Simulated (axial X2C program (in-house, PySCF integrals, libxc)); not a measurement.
## ClWCl⁺: properties at the nuclei

Computed with an in-house all-electron X2C program for linear molecules (integrals from PySCF): two-component X2C with atomic mean-field Coulomb and Gaunt terms, Gaussian nuclei, basis Cl dyall-av3z, W dyall-v3z with contracted cores.

Cl–W–Cl held linear, with bonds 2.178 and 2.178 Å (near the PBE0 minimum at charge 1 of the determinant lowest at the starting distance; the state shown can have its own minimum elsewhere, held linear; other orders of the atoms were not compared).

Determinant lowest in the PBE0 search, Ω = 3/2 (⟨Sz⟩ = 1.48, ⟨Lz⟩ = 0.02 at PBE0), spin on the atoms Cl -0.06, W 1.59, Cl -0.06:

```tsv
level	A∥/gI Cl (MHz)	qzz Cl (a.u.)	A∥/gI W (MHz)	qzz W (a.u.)
PBE0	12.6	-0.33	3320	-7.69
HF	-7.45	-0.21	2830	-9.52
LDA	14.9	-0.45	3560	-6.94
```

Determinant 1.01 eV from it at PBE0 and this distance, Ω = 1/2 (⟨Sz⟩ = 0.53, ⟨Lz⟩ = -0.03 at PBE0), spin on the atoms Cl -0.01, W 0.54, Cl -0.01:

| level | A∥/gI Cl (MHz) | qzz Cl (a.u.) | A∥/gI W (MHz) | qzz W (a.u.) |
| --- | --- | --- | --- | --- |
| PBE0 | 36.3 | -0.28 | 12500 | -7.94 |
| HF | 6.25 | -0.12 | 11100 | -9.27 |
| LDA | 42.2 | -0.42 | 12800 | -7.27 |

A∥ (defined per Ω) follows by multiplying with gI = μI/(I μN); qzz is the electric field gradient, eQq0 = 234.96 MHz × Q/barn × qzz. The operators were transformed with the bare-nucleus X2C matrices; with these basis sets, hyperfine constants and field gradients can be off by tens of per cent, and where levels differ in sign neither size nor sign is settled.

(1) With gI(183W) = 0.2356 (g factors from the IAEA table of nuclear moments by Stone), turn the PBE0 values of the first state into constants in MHz.

The molecule was held linear; bending was not examined, so a bent shape may lie lower.

Each state is one determinant with collinear spin, which with several unpaired electrons need not be a pure state. Unrestricted Hartree–Fock can overshoot spin polarisation at the nuclei. This is the top spin component of a Σ state; components of lower Ω are not single determinants and can lie lower. With several open shells hyperfine constants can be off by a factor of several. The search compared states at one distance, so a state with another bond length can lie lower. Where a field gradient or hyperfine factor spreads by more than a factor of two over the levels, a constant derived from it is not to be relied on. PBE0 term energies can be off by some tenths of an eV.

## Answers

(1) A∥(183W) = 3320 × 0.2356 = 782 MHz.
